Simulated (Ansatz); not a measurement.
`[F][GeH3]` + `[SiH3]`• → `[F][GeH2]`• + SiH₄ at 500 K and 1 bar (hydrogen abstraction from a Ge–H bond).

Gas-phase electronic energies from Ansatz, PBE0-D4/def2-TZVP geometries. CCSD(T)/CBS is the MP2 limit (def2-TZVPP, def2-QZVPP) plus CCSD(T) − MP2 in def2-TZVPP, frozen cores. This one scheme is used for every species. No spin–orbit coupling; open shells (•) take unrestricted orbitals. For Ge outer-core shells are correlated without core-valence functions, which leaves a few kJ/mol of doubt a bond. Scalar relativity is left out up to krypton.

```
     species  CCSD(T)/CBS energy (Eh)  H − E (kJ/mol)  S (J/(mol·K))
 `[F][GeH3]`              -2177.72589            90.4          283.2
   `[SiH3]`•               -290.80808            75.1          240.4
`[F][GeH2]`•              -2177.07849            63.8          290.7
        SiH₄               -291.46306           102.4          230.9
```

H − E and S are ideal-gas, rigid-rotor, harmonic terms from PBE0-D4/def2-TZVP, with the whole ground term of open shells counted as degenerate. 1 Eh = 2625.50 kJ/mol, R = 8.31446 J/(mol·K).

By hand: ΔE, ΔH, ΔS and ΔG.

ΔE = (-2177.07849) + (-291.46306) − (-2177.72589) − (-290.80808) = -0.00758 Eh = -19.9 kJ/mol. Δ(H − E) = 63.8 + 102.4 − 90.4 − 75.1 = 0.7, so ΔH = -19.2 kJ/mol. ΔS = 290.7 + 230.9 − 283.2 − 240.4 = -2.0 J/(mol·K). ΔG = -19.2 − 500 × (-2.0)/1000 = -18.2 kJ/mol.

By hand: the equilibrium constant, and the temperature at which ΔG would vanish if ΔH and ΔS stayed fixed.

log₁₀ K = −ΔG/(RT ln 10) = 1.9. ΔG = 0 at ΔH/ΔS = 9600 K, far beyond where these terms or the molecules hold.

The number of gas molecules stays the same, so ΔS is small and ΔH decides. A doubt of 5 kJ/mol in ΔE shifts log₁₀ K by 0.5 here. These are equilibria of isolated gas molecules and say nothing of rates. Largest T1 diagnostic: 0.015 (customary marks: 0.02 for closed shells, 0.045 for open ones).
